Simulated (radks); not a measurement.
Results of a calculation; reference values are marked as such.
These are the eigenvalues of the occupied orbitals of an atom or ion with whole-number occupations (hartree). Code: a radial shooting solver on a logarithmic mesh with Libxc functionals. Model: scalar-relativistic Kohn-Sham, LDA (Slater exchange, Perdew-Wang correlation), spin-polarised, spherical densities, point nucleus.

| orbital | eigenvalue |
|---|---|
| 1s | -1019.841 |
| 2s | -153.6624 |
| 2p | -138.1189 |
| 3s | -30.02719 |
| 3p | -24.93648 |
| 3d | -17.00787 |
| 4s | -5.48514 |
| 4p | -3.96252 |
| 4d | -1.76881 |

Which element is it, and in what charge state? The configuration may be excited. Open shells, if any, are filled with parallel spins first.

Answer. Z = 49, indium, charge +3: In3+ in [Kr] 4d10. The list shows which subshells hold electrons but not how many an open one holds; the 1s level, -1019.8 hartree, gives Z - s = 45.2 by -(Z - s)^2/2, which with screening and relativity narrows Z to a few neighbours, and the depths of the outer levels then fix element, charge and occupations together.
